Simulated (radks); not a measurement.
Results of a calculation; reference values are marked as such.
Isoelectronic series with 8 electrons, each ion in its NIST ground configuration. Code: a radial shooting solver on a logarithmic mesh with Libxc functionals. Model: non-relativistic Kohn-Sham, PBEsol, spin-unpolarised, spherical densities, point nucleus. Total energies (hartree) and orbital eigenvalues (hartree) (* marks an orbital that is empty in some or all of the ions):

Al5+: configuration [He] 2s2 2p4; E (hartree) -229.57912; 3s* -2.39042; 2p -6.46463; 2s -7.77061
Ar10+: configuration [He] 2s2 2p4; E (hartree) -472.08540; 3s* -7.63930; 2p -18.92909; 2s -21.00453
V15+: configuration [He] 2s2 2p4; E (hartree) -802.12096; 3s* -15.67959; 2p -37.66020; 2s -40.50476
Ni20+: configuration [He] 2s2 2p4; E (hartree) -1219.66834; 3s* -26.50268; 2p -62.64780; 2s -66.26097
As25+: configuration [He] 2s2 2p4; E (hartree) -1724.72166; 3s* -40.10596; 2p -93.88862; 2s -98.27002
Sr30+: configuration [He] 2s2 2p4; E (hartree) -2317.27841; 3s* -56.48835; 2p -131.3813; 2s -136.5306
Tc35+: configuration [He] 2s2 2p4; E (hartree) -2997.33730; 3s* -75.64936; 2p -175.1251; 2s -181.0422
Cd40+: configuration [He] 2s2 2p4; E (hartree) -3764.89763; 3s* -97.58868; 2p -225.1196; 2s -231.8043
I45+: configuration [He] 2s2 2p4; E (hartree) -4619.95897; 3s* -122.3062; 2p -281.3647; 2s -288.8169
Ce50+: configuration [He] 2s2 2p4; E (hartree) -5562.5210; 3s* -149.8017; 2p -343.8601; 2s -352.0798
Eu55+: configuration [He] 2s2 2p4; E (hartree) -6592.5837; 3s* -180.0752; 2p -412.6059; 2s -421.5930
